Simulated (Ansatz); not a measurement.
Consider the formal exchange of groups at the Si–Br bond: `CO[SiH](N)Br` + SiH₄ → `CO[SiH](N)[SiH3]` + HBr.

Computed with Ansatz on PBE0-D4/def2-TZVP structures; ΔE is electronic, products minus reactants. CCSD(T)/CBS adds triple-zeta CCSD(T) − MP2 to the extrapolated MP2 energy (def2 sets, frozen cores). This one scheme is used for every species. Functionals use def2-TZVPP. For Br outer-core shells are correlated without core-valence functions, which leaves a few kJ/mol of doubt a bond. Scalar relativity is left out up to krypton. One conformer a species, not always the lowest.

CCSD(T)/CBS gives +119.5 kJ/mol.

Q: Another level gave +117.8 kJ/mol. Which?
A. PBE0-D4/def2-TZVPP
B. HF/def2-TZVPP
C. PBE-D4/def2-TZVPP
D. CCSD/def2-TZVPP

A: D. CCSD/def2-TZVPP 117.8, PBE-D4 100.9, PBE0-D4 108.5, HF/def2-TZVPP 137.2 kJ/mol.

Largest T1 diagnostic among the species: 0.012.

From PBE to PBE0 (25 % exact exchange), in def2-TZVPP and without D4, ΔE moves by +7.6 kJ/mol. In def2-TZVPP, CCSD(T) changes the Hartree–Fock value by −21.6 kJ/mol (the triples alone add −2.1 kJ/mol) and MP2 by −10.1 kJ/mol.
